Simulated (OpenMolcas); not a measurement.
**4s² 4p² along the 32-electron sequence**

```
Program             : OpenMolcas 26.06
Method              : SS-CASPT2, IPEA 0.25 Eh, imaginary shift 0.1 Eh
Basis               : ANO-R2
Scalar Hamiltonian  : X2C, finite nucleus
Spin-orbit coupling : RASSI with atomic mean-field integrals over the reference wave functions, term energies averaged over their components
```

Active space for each ion: 2 electrons in 3 orbitals (4p); closed shells correlated by CASPT2: 3d 4s.

Computed levels in cm-1 above ³P₀:

```csv
Level,Ge,As+,Se2+,Br3+,Kr4+
³P₁,487,927,1541,2330,3360
³P₂,1256,2270,3570,5110,6990
¹D₂,7620,10210,12900,15830,19130
¹S₀,17380,22910,28330,33680,39080
weight of ³P in the lowest level (%),100,99,99,98,97
```

Measured, with the error of the calculation in %. Measured levels: Ge, As+ from NIST Handbook of Basic Atomic Spectroscopic Data; Se2+ from Moore, Atomic Energy Levels, vol. II, NSRDS-NBS 35 (1971 reprint of NBS Circular 467, 1952); Kr4+ from Saloman, J. Phys. Chem. Ref. Data 36, 215 (2007).

```json
{"Level": "³P₁", "Ge": "557 (-12.6)", "As+": "1063 (-12.8)", "Se2+": "1741 (-11.5)", "Kr4+": "3743 (-10.2)"}
{"Level": "³P₂", "Ge": "1410 (-10.9)", "As+": "2541 (-10.9)", "Se2+": "3937 (-9.4)", "Kr4+": "7595 (-7.9)"}
{"Level": "¹D₂", "Ge": "7125 (+7.0)", "As+": "10096 (+1.1)", "Se2+": "13032 (-1.0)", "Kr4+": "19723 (-3.0)"}
{"Level": "¹S₀", "Ge": "16367 (+6.2)", "As+": "22599 (+1.4)", "Se2+": "", "Kr4+": "39204 (-0.3)"}
```

The fine-structure level ³P₂ changes by a factor of 5.57 from Ge to Kr4+. Its fourth root runs 5.95, 6.90, 7.73, 8.45, 9.14, with steps per unit of Z of 0.95, 0.83, 0.73, 0.69; equal steps would mean a (Z - σ)^4 law with constant σ.

¹D₂ changes by a factor of 2.51 over the same range, with steps per unit of Z of +2590, +2690, +2930, +3300 cm-1.

CASPT2 does not keep the components of a term degenerate, so their means are used; among the terms shown or strongly mixed into the levels shown the widest spread is 100 cm-1 (4s² 4p² ¹D, Br3+). With the s shell closed, the reference lacks s² → p² mixing. Measured partners are found by configuration, term and J. A level has none where our copy of the source lacks it or the pairing is in doubt (some pairs that miss far off the trend of their configuration count as doubtful), and it then counts in no deviation. Only configurations of the active space appear.
